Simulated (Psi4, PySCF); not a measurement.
Internal rotation in SMILES C=CCC(C)(C)C. Scanned: dihedral C1–C2–C3–C4; all other coordinates were relaxed at GFN2-xTB. Points at φ and −φ are mirror images. Heavy atoms are numbered in the order of the SMILES C=CCC(C)(C)C, hydrogens after them in the order of the atoms that carry them; the mirror image has the same energies with the sign of each dihedral reversed.

Methods: RHF/6-31G* = restricted Hartree-Fock/6-31G*, spherical d, density fitting // GFN2-xTB in PySCF; B3LYP-D3(BJ)/def2-SVP // GFN2-xTB (Psi4); PBE-D3(BJ)/def2-SVP // GFN2-xTB (Psi4).

Energies relative to the lowest point of each profile, in kcal/mol:

```
φ / °  RHF/6-31G*  B3LYP-D3(BJ)/def2-SVP
-----  ----------  ---------------------
-140          0.6                    0.6
-120          0.0                    0.0
-100          0.5                    0.2
-40           5.7                    4.3
0             4.4                    3.1
20            4.9                    3.5
40            5.7                    4.3
60            4.3                    3.2
80            2.1                    1.3
120           0.0                    0.0
140           0.6                    0.6
180           2.4                    2.5
```

Problem. What does PBE-D3(BJ)/def2-SVP give at the same points?

Solution. -140: 0.6; -120: 0.0; -100: 0.2; -40: 4.2; 0: 3.0; 20: 3.4; 40: 4.2; 60: 3.1; 80: 1.2; 120: 0.0; 140: 0.6; 180: 2.4 (kcal/mol).
